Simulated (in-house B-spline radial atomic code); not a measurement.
## RPA and G0W0 on CAM-B3LYP: Ca⁺

Configuration [Ar] 4s1, highest spin, mean-field start CAM-B3LYP. Computed with an all-electron radial atomic-structure program (B-spline basis): all electrons, non-relativistic, point nucleus, each spin shell either full or empty, empty states to l = 9 with an (l + 1/2)⁻⁴ tail; G0W0 by contour deformation at full frequency.

Command:
```bash
python run_gw.py task.json out
```
Settings (radii: box in bohr, nucleus in fm):
```
Z                        20
electrons                19
configuration            [Ar] 4s1
hamiltonian              nr
method                   camb3lyp
lmax                     9
spin_polarised           True
box_radius               23.78
intervals                51
ion_configuration        [Ne] 3s2 3p6
```

Time taken, with all properties: 1.8 s on 1 thread of Intel(R) Xeon(R) 6975P-C (Granite Rapids), with other jobs on the host.

Energies (hartree):

```tsv
term	value
mean-field total	-677.38041
Hartree-Fock functional on these orbitals	-676.55945
direct second order	-1.299
second-order exchange	0.44236
SOSEX correction	0.40254
```

Question: What is the RPA correlation energy, and what remains with SOSEX?

Answer: RPA gives -1.133 hartree (-1.62 eV per electron); RPA + SOSEX gives -0.73044, and the second-order doubles -0.85664 hartree (no singles). RPA lacks exchange-type terms and so overcorrelates at short range.

Quasi-particle levels (eV):

| level | occupied | mean field | Σx - vxc | Σc | QP weight | G0W0 |
| --- | --- | --- | --- | --- | --- | --- |
| 4s up | yes | -10.925 | -0.39 | ? | ? | ? |
| 3p down | yes | -38.58 | -4.02 | 0.49 | 0.867 | -42.10 |
| 4s down | no | -7.167 | 2.46 | -1.39 | 0.918 | -6.101 |

G0W0 = mean field + (Σx - vxc) + Σc, with Σc (partial-wave tail included) taken at the quasi-particle energy. Only the outer levels were computed. Levels of low weight are left out.

Question: Where does G0W0 put 4s up?

Answer: At -12.255 eV, with Σc = -0.94 eV and a quasi-particle weight of 0.952. The tabulated removal energy is 11.872 eV (NIST, measured); the calculation leaves out relativity, Breit and QED terms, and what these don't explain is the method's own error.

Question: What does it cost to remove one electron (to [Ne] 3s2 3p6) by differences of total energies, each species on its own start (correlation terms add to the Hartree-Fock functional)?

Answer: CAM-B3LYP 12.039 eV, Hartree-Fock functional 11.278 eV, + RPA 12.110 eV, + RPA + SOSEX 11.708 eV, + second order 11.977 eV. Tabulated: 11.872 eV (NIST, measured); the calculation leaves out relativity, Breit and QED terms, and what these don't explain is the method's own error.
